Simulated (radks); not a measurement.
Results of a calculation; reference values are marked as such.
Isoelectronic series with 18 electrons, each ion in its NIST ground configuration. Level of theory: non-relativistic Kohn-Sham, r2SCAN, spin-polarised, spherical densities, point nucleus; meta-GGA in the generalised Kohn-Sham scheme (a radial shooting solver on a logarithmic mesh with Libxc functionals). Total energies (hartree) and orbital eigenvalues (hartree):

ion   configuration  E (hartree)        3p        3s         2p         2s
Ar             [Ar]   -527.51772  -0.39422  -0.92509   -8.56693  -11.03490
K+             [Ar]   -599.73128  -0.93636  -1.56173  -10.65076  -13.32650
Ca2+           [Ar]   -676.88079  -1.60816  -2.32901  -13.00893  -15.89381
Sc3+           [Ar]   -758.95295  -2.40282  -3.21957  -15.63281  -18.72798
Ti4+           [Ar]   -845.93944  -3.31676  -4.22960  -18.51776  -21.82414
V5+            [Ar]   -937.83463  -4.34779  -5.35683  -21.66090  -25.17926
Cr6+           [Ar]  -1034.63450  -5.49450  -6.59979  -25.06034  -28.79133
Mn7+           [Ar]  -1136.33610  -6.75590  -7.95744  -28.71473  -32.65889
Fe8+           [Ar]  -1242.93720  -8.13126  -9.42907  -32.62311  -36.78091
